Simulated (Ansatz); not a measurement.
Relaxation of Cl₃FH₃OTa (9 atoms, charge 0, multiplicity 1), to a largest force component of 0.03 eV/Å in at most 50 steps.

The calculation used Ansatz 0.2.0, RKS PBE/def2-SVP.

```xyz
9
Properties=species:S:1:pos:R:3
Ta -0.120 0.093 0.112
F 1.772 0.304 0.289
Cl -0.226 0.281 2.463
Cl 0.223 -0.120 -2.198
O -1.128 1.659 -0.116
H -1.500 2.271 0.546
Cl -1.483 -1.783 0.159
H 1.472 -2.373 0.744
H 1.878 -1.777 0.721
```

Task: Where does it end, and by what steps?

Result: The forces met the threshold. After 8 steps the energy has fallen by 0.123 eV; H9 moved furthest, 0.69 Å.

| step | energy less start (eV) | largest force component (eV/Å) | accepted |
| --- | --- | --- | --- |
| 0 | 0.0000 | 1.582 | yes |
| 1 | -0.0933 | 0.176 | yes |
| 2 | -0.1066 | 0.220 | yes |
| 3 | -0.1125 | 0.137 | yes |
| 4 | -0.1165 | 0.048 | yes |
| 5 | -0.1196 | 0.069 | yes |
| 6 | -0.1214 | 0.032 | yes |
| 7 | -0.1218 | 0.108 | yes |
| 8 | -0.1227 | 0.020 | yes |

```xyz
9
Properties=species:S:1:pos:R:3
Ta -0.209 0.258 0.107
F 1.657 0.382 0.338
Cl -0.369 0.577 2.447
Cl 0.156 0.057 -2.200
O -1.278 1.787 -0.162
H -1.657 2.410 0.484
Cl -1.389 -1.724 0.223
H 1.703 -2.852 0.737
H 2.276 -2.340 0.747
```

The run took 16 s on 4 threads of AMD EPYC 7R43 64-Core Processor (Zen 3) (shared host), peak memory 0.21 GiB.
